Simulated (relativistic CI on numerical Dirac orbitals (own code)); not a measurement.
## Hyperfine structure of Cs¹⁷⁺, mass number 135

Computed by Dirac-Coulomb-Breit CI, separate exchange-only KLI orbitals for each configuration, a model potential for QED, unscaled Slater integrals (own radial code, finite nucleus).

Configuration list (outside the closed core [Ar] 3d10): 4s2 4p6 4d2, 4s2 4p5 4d3, 4s2 4p6 4d 4f, 4s 4p6 4d3, 4s2 4p5 4d2 4f, 4s2 4p6 4d 5s, 4s 4p6 4d2 4f, 4s2 4p6 4d 5p, 4s2 4p6 4f 5s, 4s2 4p6 4d 5d, 4s2 4p6 4f2, 4s2 4p5 4f3, 4s 4p6 4f3, 4s2 4p6 4f 5p, 4s2 4p5 4f2 5p, 4s 4p6 4f2 5p, 4s2 4p6 5s2, 4s2 4p5 4f 5s2, 4s 4p6 4f 5s2. Double excitations out of closed p, d and f shells are left out; levels of such configurations are missing from the list, as are those of other unlisted configurations, and high levels can miss mixing partners.

Nuclear spin I = 7/2, μ = 2.7283 μN, Q = 0.048 b (tables of Stone and Pyykkö). The electronic factors are computed for point nuclear moments, without core polarisation or the Bohr-Weisskopf and QED corrections.

```csv
Level,E (eV),A (MHz),B (MHz)
4s2 4p6 4d2 3F_2,0.0000,4796,55.3
4s2 4p6 4d2 3F_3,2.5051,2822,90
4s2 4p6 4d2 3F_4,4.4627,2462,186
4s2 4p6 4d2 3P_1,5.5724,-34.86,89.4
4s2 4p6 4d2 1G_4,7.9755,2582,454
4s2 4p6 4d2 3P_2,8.4653,1990,-148
4s2 4p5 4d3 5D°_1,85.1608,8412,601
```

Levels with J = 0, under 50 % of one LS term, or S terms without an open s electron are left out. Small factors come from cancelling terms and can be off by tens of per cent or more.

At this charge energies of transitions that change n are usually good to better than 1 %, and those within a shell (Δn = 0) to a few per cent. Terms inside the open d or f shell come out 10 to 20 % too wide with unscaled integrals.

Question: Give the hyperfine levels of 4s2 4p6 4d2 3F_2 relative to its centre of gravity.

Answer: With K = F(F + 1) − I(I + 1) − J(J + 1), E = AK/2 + B[¾K(K + 1) − I(I + 1)J(J + 1)]/[2I(2I − 1)J(2J − 1)]: F = 3/2: -43130, F = 5/2: -31170, F = 7/2: -14400, F = 9/2: 7175, F = 11/2: 33580 MHz.

LS names give the leading component of a level, which can be under half, so a name can repeat, a term be missing and a line seem to break the LS rules.
